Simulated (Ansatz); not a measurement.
One change: `C[O][Zr]([OH])([SeH])[O]C` becomes `C[O][Zr]([OH])([NH]C(C)C)[O]C`.

Ansatz, PBE0-D4/def2-TZVP geometries, multiplicity 1. Each molecule was computed in one conformer, which needn't be the lowest.

Elements past krypton have def2 core potentials. Scalar relativity is left out up to krypton.

```
                                      property  `C[O][Zr]([OH])([SeH])[O]C`
size of the dipole moment (PBE/def2-TZVPP) / D                         3.67
          HOMO–LUMO gap (PBE0/def2-TZVPP) / eV                         6.02
           LUMO energy (B3LYP/def2-TZVPP) / eV                        -0.65
            LUMO energy (PBE0/def2-TZVPP) / eV                        -0.43
           HOMO energy (B3LYP/def2-TZVPP) / eV                        -6.21
            HOMO energy (PBE0/def2-TZVPP) / eV                        -6.45
```

Give the same properties after the change, and the shifts. (Estimate.)

The calculation gave: 
```tsv
property	`C[O][Zr]([OH])([NH]C(C)C)[O]C`	shift
size of the dipole moment (PBE/def2-TZVPP) / D	0.23	-3.44
HOMO–LUMO gap (PBE0/def2-TZVPP) / eV	6.38	0.36
LUMO energy (B3LYP/def2-TZVPP) / eV	-0.17	0.48
LUMO energy (PBE0/def2-TZVPP) / eV	0.08	0.51
HOMO energy (B3LYP/def2-TZVPP) / eV	-6.08	0.13
HOMO energy (PBE0/def2-TZVPP) / eV	-6.30	0.15
```

With PBE0 the HOMO rises by 0.15 eV and the LUMO rises by 0.51 eV, so the gap widens by about 0.36 eV. PBE moves the HOMO by 0.32 eV and ωB97M-V by -0.03 eV. Dipoles are sizes alone; their direction can turn.

B3LYP here is the variant with VWN-RPA as its local correlation; programs differ in this.

Spin–orbit coupling is left out; it splits and shifts lone-pair levels of the heavy atoms by tenths of an eV.
